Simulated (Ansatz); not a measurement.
`C#CO[SiH2]F` and `CBO[SiH2]F` differ in one atom or group.

Ansatz, PBE0-D4/def2-TZVP geometries, multiplicity 1. Each molecule was computed in one conformer, which needn't be the lowest.

| property | `C#CO[SiH2]F` |
| --- | --- |
| LUMO energy (PBE0/def2-TZVPP) / eV | -0.10 |
| HOMO energy (PBE0/def2-TZVPP) / eV | -7.55 |
| HOMO–LUMO gap (PBE/def2-TZVPP) / eV | 5.26 |
| HOMO–LUMO gap (ωB97M-V/def2-TZVPP) / eV | 11.48 |
| size of the dipole moment (ωB97M-V/def2-TZVPP) / D | 1.57 |
| size of the dipole moment (B3LYP/def2-TZVPP) / D | 1.59 |

(1) What does the change do to each property? (Best estimate.)

## Answers

(1) Computed: 
```
                                          property  `CBO[SiH2]F`  shift
                LUMO energy (PBE0/def2-TZVPP) / eV         -0.30  -0.20
                HOMO energy (PBE0/def2-TZVPP) / eV         -8.55  -1.00
               HOMO–LUMO gap (PBE/def2-TZVPP) / eV          5.75   0.49
           HOMO–LUMO gap (ωB97M-V/def2-TZVPP) / eV         12.55   1.07
size of the dipole moment (ωB97M-V/def2-TZVPP) / D          1.25  -0.32
  size of the dipole moment (B3LYP/def2-TZVPP) / D          1.28  -0.31
```

With PBE0 the HOMO falls by 1.00 eV and the LUMO falls by 0.20 eV, so the gap widens by about 0.80 eV. PBE moves the HOMO by -0.82 eV and ωB97M-V by -1.08 eV. Dipoles are sizes alone; their direction can turn.

B3LYP here is the variant with VWN-RPA as its local correlation; programs differ in this.
